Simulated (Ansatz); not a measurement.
All numbers were calculated with Ansatz.

A structure relaxed at PBE0-D4/def2-TZVP, charge 0, multiplicity 1:

Cartesian coordinates in Å:
```
Cl 1.747 -1.880 -0.857
B 1.039 -0.206 -1.001
Cl 1.751 0.812 -2.312
O 1.247 0.493 0.314
C 0.326 0.551 1.191
C -0.972 0.129 0.971
C -1.288 -0.262 -0.317
O -0.436 -0.355 -1.257
H 0.626 0.997 2.138
H -1.726 0.204 1.738
H -2.314 -0.484 -0.608
```

Give its formula and SMILES.

C3H3BCl2O2, `Cl[B-]1(Cl)OC=CC=[O+]1`.

Point group (tolerance 0.08 Å, 0.16 Å for H)?

Cs.

Summarise the bond lengths by kind.

2 × B–Cl 1.806 to 1.823 Å; 2 × B–O 1.504 Å; 2 × C–O 1.273 Å; 2 × C–C 1.382 Å; 3 × C–H 1.078 to 1.089 Å.
